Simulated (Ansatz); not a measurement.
Ansatz results at the PBE0-D4/def2-TZVP geometry: ideal-gas entropy at 298 K and 1 bar (rigid rotor, harmonic PBE0-D4/def2-TZVP) 403 J/(mol·K); LUMO energy (PBE0/def2-TZVPP) -1.82 eV; HOMO–LUMO gap (PBE0/def2-TZVPP) 6.23 eV.

Each molecule was computed in one conformer, which needn't be the lowest.

Which molecule gave them?
A. `[CH3][Nb]([CH3])(=[O])[OH]`
B. `[NH2][Nb]([F])([F])=[S]`
C. `[CH3][Nb]([OH])([F])=[S]`
D. `[CH3][Nb]([OH])([OH])=[S]`

A. The others give `[CH3][Nb]([OH])([OH])=[S]`: 377, -1.70, 5.88; `[CH3][Nb]([OH])([F])=[S]`: 369, -2.13, 5.69; `[NH2][Nb]([F])([F])=[S]`: 352, -2.40, 5.60.
